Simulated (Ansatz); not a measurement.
Start from `[O]=[Nb]([OH])([F])[Cl]` and change one atom or group to get `[O]=[Nb]([F])([F])[Cl]`.

Ansatz, PBE0-D4/def2-TZVP geometries, multiplicity 1. Each molecule was computed in one conformer, which needn't be the lowest.

Elements past krypton have def2 core potentials.

```
                                        property  `[O]=[Nb]([OH])([F])[Cl]`
         HOMO–LUMO gap (ωB97M-V/def2-TZVPP) / eV                      11.81
              LUMO energy (PBE0/def2-TZVPP) / eV                      -2.15
             HOMO–LUMO gap (PBE/def2-TZVPP) / eV                       5.12
size of the dipole moment (B3LYP/def2-TZVPP) / D                       2.41
  size of the dipole moment (PBE/def2-TZVPP) / D                       2.39
           HOMO energy (ωB97M-V/def2-TZVPP) / eV                     -11.79
```

Problem. Give the same properties after the change, and the shifts. (An estimate is asked.)

Solution. Computed: 
```
                                        property  `[O]=[Nb]([F])([F])[Cl]`  shift
         HOMO–LUMO gap (ωB97M-V/def2-TZVPP) / eV                     11.71  -0.10
              LUMO energy (PBE0/def2-TZVPP) / eV                     -2.68  -0.53
             HOMO–LUMO gap (PBE/def2-TZVPP) / eV                      4.99  -0.13
size of the dipole moment (B3LYP/def2-TZVPP) / D                      1.20  -1.21
  size of the dipole moment (PBE/def2-TZVPP) / D                      1.12  -1.27
           HOMO energy (ωB97M-V/def2-TZVPP) / eV                    -12.19  -0.40
```

With PBE0 the HOMO falls by 0.41 eV and the LUMO falls by 0.53 eV, so the gap narrows by about 0.12 eV. PBE moves the HOMO by -0.41 eV and ωB97M-V by -0.40 eV. The zero-point energy changes by -29.2 kJ/mol with -3 modes. Dipoles are sizes alone; their direction can turn.

B3LYP here is the variant with VWN-RPA as its local correlation; programs differ in this.
